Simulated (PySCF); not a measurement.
C2H4F2Si2, SMILES F[SiH2][Si@H](C#C)F. The structure is a stationary point at B3LYP-D3(BJ)/def2-SVP. The structure was generated by enumeration; whether it is a known compound was not checked. The values are those of a single conformer.

Computed equilibrium geometry at B3LYP-D3(BJ)/def2-SVP (PySCF confirms it by a frequency run) as bond lengths and angles (one conformer of several):
Atoms: C1 C2 Si3 F4 Si5 F6 H7 H8 H9 H10. Bonds (Å): C1–C2 1.218, C1–H7 1.075, C2–Si3 1.826, Si3–F4 1.632, Si3–Si5 2.349, Si3–H8 1.488, Si5–F6 1.633, Si5–H9 1.490, Si5–H10 1.491. Angles (°): C2–C1–H7 179.6, C1–C2–Si3 176.7, C2–Si3–F4 109.3, C2–Si3–Si5 109.4, C2–Si3–H8 109.6, F4–Si3–Si5 109.0, F4–Si3–H8 107.7, Si5–Si3–H8 111.7, Si3–Si5–F6 108.7, Si3–Si5–H9 111.7, Si3–Si5–H10 109.8, F6–Si5–H9 108.4, F6–Si5–H10 108.5, H9–Si5–H10 109.7.
Charge 0, spin multiplicity 1.
